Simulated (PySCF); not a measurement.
Si(Cl)(F)2(NCO) (CClF2NOSi), SMILES O=C=N[Si](F)(F)Cl. Heavy atoms are numbered as in [O:1]=[C:2]=[N:3][Si:4]([F:5])([F:6])[Cl:7].

Coordinates come from a B3LYP-D3(BJ)/def2-SVP optimisation. Other conformers were not sampled.

Calculation: PBE/pcSseg-1 (PySCF).

GIAO shieldings, no solvent; atoms alike by connectivity are averaged. δ = σ(ref) − σ: ¹⁷O against H2O (σ = 334.3 ppm); ¹³C against TMS (σ = 182.0 ppm); ¹⁵N against NH3 (σ = 267.0 ppm); ²⁹Si against TMS (σ = 335.4 ppm); ¹⁹F against CFCl3 (σ = 133.6 ppm); ³⁵Cl against HCl (σ = 936.5 ppm), references at their B3LYP-D3(BJ)/def2-TZVP geometries, non-relativistic (without spin–orbit terms, shifts of atoms bonded to Cl or Br come out too high).

```tsv
atoms	nucleus	count	δ (ppm)
O1	¹⁷O	1	___
C2	¹³C	1	120.4
N3	¹⁵N	1	___
Si4	²⁹Si	1	___
F5	¹⁹F	2	-144.8
Cl7	³⁵Cl	1	79.1
```

Problem. Complete the blanks. (The exact figures need the calculation; the answer reports its results.)

Solution. 
- N3, δ (ppm): 55.2
- O1, δ (ppm): 157.9
- Si4, δ (ppm): -79.2
